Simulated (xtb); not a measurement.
Si(H)2(Cl)(vinyl) (C2H5ClSi), SMILES C=C[SiH2]Cl. All values are semi-empirical tight-binding results from xtb (GFN2-xTB unless named), good for trends rather than for accurate numbers. Geometry: GFN2-xTB. Other conformers were not sampled.

Computed properties:
```yaml
orbital_gap: 4.44 eV
dipole_moment: 1.99 D
zero_point_energy: 36.9 kcal/mol
G − E(el) at 298.15 K (modified RRHO): 18.1 kcal/mol
static polarisability (D4 model): 67.3 bohr³
solvation energy, GFN2-xTB/ALPB(water): -0.7 kcal/mol
solvation energy, GFN2-xTB/ALPB(ch2cl2): -3.6 kcal/mol
```
